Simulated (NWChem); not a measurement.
System: PbSiNH$_{5}$, singlet; SMILES [NH2][Pb][SiH3]

```xyz
8

Pb    -0.2242     0.4344     0.0000
N      1.8986     0.5961     0.0000
H      2.3952     1.4824     0.0004
H      2.5475    -0.1854    -0.0004
Si     0.0013    -2.3166     0.0000
H     -0.6440    -2.9443     1.2035
H      1.4355    -2.7677    -0.0060
H     -0.6546    -2.9459    -1.1969
```
Atoms are numbered in this order, from 1.

Low-valent species are run as closed-shell singlets; no triplet was tried in these runs. All runs use the structure optimised with PBE0/def2-SVP. def2 effective core potentials on Pb; no spin-orbit coupling.

Problem. List the 4 lowest vertical singlet excitations from BHandHLYP/def2-SVP with def2 effective core potentials on Pb, full TDDFT (NWChem).

Solution. 
| state | energy (eV) | oscillator strength | leading excitation (squared amplitude) |
|---|---|---|---|
| S1 | 2.82 | 0.004 | HOMO → LUMO (1.00) |
| S2 | 4.62 | 0.057 | HOMO−1 → LUMO (0.93) |
| S3 | 5.15 | 0.071 | HOMO → LUMO+1 (0.83) |
| S4 | 5.33 | 0.035 | HOMO−2 → LUMO (0.95) |
